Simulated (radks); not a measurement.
Task: All-electron atom: Pt5+ in [Xe] 4f14 5d5. Calculated with a radial shooting solver on a logarithmic mesh with Libxc functionals: scalar-relativistic Kohn-Sham, SCAN, spin-polarised, spherical densities, finite nucleus; open shells are filled with parallel spins first (spin-orbit coupling, left out, can overturn this in heavy ions); meta-GGA in the generalised Kohn-Sham scheme; Fermi nuclear charge, rms radius 5.427 fm. Some entries of the table are withheld. Estimate them.

orbital  occ.  eigenvalue (hartree)  <1/r> (bohr^-1)
1s up       1             -2887.125            93.92
1s down     1             -2887.124            93.92
2s up       1             -510.3289            22.04
2s down     1             -510.3170            22.04
2p up       3             -442.5437            19.67
2p down     3             -442.5320            19.67
3s up       1             -122.2602            8.174
3s down     1             -122.2556            8.174
3p up       3             -102.4038            7.470
3p down     3             -102.3978            7.470
3d up       5             -80.81763            7.028
3d down     5             -80.80627            7.028
4s up       1             -28.48118            3.490
4s down     1             -28.45888            3.489
4p up       3             -21.93812            3.159
4p down     3             -21.91714            3.159
4d up       5             -13.96067              (1)
4d down     5             -13.93592              (2)
5s up       1              -6.36178            1.417
5s down     1              -6.20092            1.434
4f up       7              -5.13221            2.390
4f down     7              -5.09785            2.399
5p up       3              -4.62781              (3)
5p down     3              -4.43692              (4)
5d up       5              -2.57093              (5)

Result: 
(1) 4d up <1/r> (bohr^-1): 2.827
(2) 4d down <1/r> (bohr^-1): 2.828
(3) 5p up <1/r> (bohr^-1): 1.222
(4) 5p down <1/r> (bohr^-1): 1.239
(5) 5d up <1/r> (bohr^-1): 0.9404
